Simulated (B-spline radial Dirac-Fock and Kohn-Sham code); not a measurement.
Subshell photoionisation cross sections of O²⁻ against photon energy

System: oxygen as O²⁻ in the configuration 1s2 2s2 2p6, inside a Watson sphere of charge +2 and radius 1.704 Å (a model of the Madelung potential; inside it an electron's potential energy is lowered by 16.9 eV).

Level of theory: a relativistic central-field model (Hartree-Slater potential of the initial state, Latter tail, multipole expansion of the photon field, Dirac-Fock thresholds); a radial B-spline solver. Values are in kb; a dash marks an energy below the computed threshold. Values for outer subshells far above threshold carry numerical ripple of a few per cent.

| hν (eV) | 1s | 2s | 2p1/2 | 2p3/2 |
| --- | --- | --- | --- | --- |
| 57.5 | – | 715 | 1110 | 2210 |
| 150 | – | 284 | 168 | 335 |
| 800 | 210 | 8.47 | 0.875 | 1.73 |
| 837 | 187 | 7.58 | 0.737 | 1.46 |
| 2000 | 17.7 | 0.780 | 0.0344 | 0.0678 |
| 2450 | 9.91 | 0.443 | 0.0142 | 0.0280 |
| 3730 | 2.89 | 0.134 | 0.00311 | 0.00611 |
| 9251.7 | 0.179 | 0.00871 | 8.12e-05 | 0.000158 |
| 14800 | 0.0406 | 0.00200 | 1.18e-05 | 2.27e-05 |
| 15600 | 0.0343 | 0.00169 | 9.49e-06 | 1.83e-05 |
| 15800 | 0.0329 | 0.00163 | 9.02e-06 | 1.74e-05 |
| 17479.3 | 0.0238 | 0.00118 | 6.10e-06 | 1.17e-05 |
| 59318.2 | 0.000439 | 2.21e-05 | 3.95e-08 | 7.29e-08 |
| 100000 | 7.83e-05 | 3.96e-06 | 4.97e-09 | 8.87e-09 |
| 115000 | 4.94e-05 | 2.50e-06 | 2.84e-09 | 5.03e-09 |
| 150000 | 2.07e-05 | 1.05e-06 | 1.00e-09 | 1.75e-09 |

At 150000 eV the multipoles beyond E1 give 37.7 % of 1s, 37.8 % of 2s, 52.0 % of 2p1/2, 48.8 % of 2p3/2.
